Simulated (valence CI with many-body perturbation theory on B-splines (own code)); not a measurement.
## As¹⁸⁺ in brief

Computed by relativistic CI+MBPT: five valence electrons over a frozen Dirac-Fock core [Ne], a basis of 9 s, 9 p, 8 d, 6 f, 3 g, 1 h functions for each j, with the one-electron correlation potential Σ1, the two-electron term Σ2, the three-electron term Σ3, Breit, model QED; selected CI, second order for the rest, scaled by the run's own slope (own B-spline code, finite nucleus).

No measured levels were compared; by estimate levels of excited configurations hold to 0.05 to 0.15 % of their energy, terms of the ground configuration to about 0.5 %. Among the levels kept, up to 1600 cm⁻¹ of a level comes from second order outside the variational space, and about a tenth of that is noise between levels of different J, which matters for small intervals.

Names give the largest LS component (configuration and term), which can be under half, so a name can repeat, a term be missing and a line seem to break the LS rules; names also repeat where a configuration has a term twice.

Rates and lifetimes use the calculated energies. Strong lines usually hold to 10 to 20 %, long lifetimes can be off by a factor of two.

What is the ground level?

3s2.3p3 4S°_3/2, composition 80 % 3s2.3p3 4S° + 14 % 3s2.3p3 2P° + 4 % 3s2.3p3 2D°, g = 1.855.

Name the longest-lived excited levels whose lifetime is computed, and their main decay.

3s2.3p3 2D°_5/2 at 9.99 eV lives 3.25 ms, mostly by M1 to 3s2.3p3 4S°_3/2; 3s2.3p3 2D°_3/2 at 7.48 eV lives 473 μs, mostly by M1 to 3s2.3p3 4S°_3/2; 3s2.3p2.3d 2G_9/2 at 96.13 eV lives 223 μs, mostly by M1 to 3s2.3p2.3d 4F_9/2. The lifetime of 3s2.3p2.3d 4F_9/2 is too uncertain to give, and may be longer.

What is the ionisation energy?

721.97 eV; NIST lists 728.9 ± 2.2 eV (semi-empirical).

Among levels below 104.00 eV, which E1 lines absorb most strongly from the ground level?

to 3s2.3p2.3d 4P_5/2 at 12.97 nm, f = 0.447; to 3s2.3p2.3d 4P_3/2 at 12.81 nm, f = 0.282; to 3s2.3p2.3d 4P_1/2 at 12.73 nm, f = 0.153.

How well does LS coupling describe the low levels?

Among the lowest 20 levels the leading LS term, summed over configurations, holds 80 % on average. For single configurations the figures are 72 % in LS and 60 % in jj coupling. Terms mix most in the J = 1/2 level at 82.24 eV, where the leading one holds 43 %.

Where does the other parity begin?

At 3s.3p4 4P_5/2, 53.59 eV.

What are the static dipole polarisabilities of the lowest levels?

3s2.3p3 4S°_3/2 0.119 (tensor 0.0018); 3s2.3p3 2D°_3/2 0.118 (tensor 0.0092); 3s2.3p3 2D°_5/2 0.119; 3s2.3p3 2P°_1/2 0.117 bohr³, of which the core gives 0.00180.
